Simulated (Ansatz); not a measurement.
Consider the atomization: `[GeH3][CH2][TeH]` → C• + Ge• + 6 H• + Te•.

Gas-phase electronic energies from Ansatz, PBE0-D4/def2-TZVP geometries. CCSD(T)/CBS adds triple-zeta CCSD(T) − MP2 to the extrapolated MP2 energy (def2 sets, frozen cores). This one scheme is used for every species, atoms too. DFT in def2-TZVPP. B3LYP here is the variant with VWN-RPA as its local correlation; programs differ in this. Open shells (•) are unrestricted, without spin–orbit coupling. Spin–orbit coupling would lower the free atoms: a little for C; clearly for Ge; strongly for Te. Elements past krypton have def2 core potentials. Bonds to Ge, Te are less sure, by a few kJ/mol each and by 10 to 20 or more in all where they break to atoms, as the def2 sets lack core-valence functions. Scalar relativity is left out up to krypton.

```json
{"level": "B3LYP", "ΔE (kJ/mol)": "2544.6"}
{"level": "CCSD(T)/def2-TZVPP", "ΔE (kJ/mol)": "2549.1"}
```

(1) What does CCSD(T)/CBS give? (An estimate is asked.)

Largest T1 diagnostic among the species: 0.011.

## Answers

(1) The calculation gave: +2612.6 kJ/mol. The listed levels differ from it by -68.0, -63.5 kJ/mol.

In def2-TZVPP, CCSD(T) changes the Hartree–Fock value by +693.8 kJ/mol (the triples alone add +36.2 kJ/mol) and MP2 by +676.2 kJ/mol; breaking electron pairs costs correlation energy, which Hartree–Fock lacks. From PBE to PBE0 (25 % exact exchange), in def2-TZVPP and without D4, ΔE moves by −20.7 kJ/mol: exact exchange takes away binding that semilocal exchange gives to molecules.

For atomizations the MP2-based limit and the directly extrapolated one differ by several kJ/mol either way, and by 10 to 25 for some Ge, Se and Sn compounds, so smaller differences from it don't rank the levels.
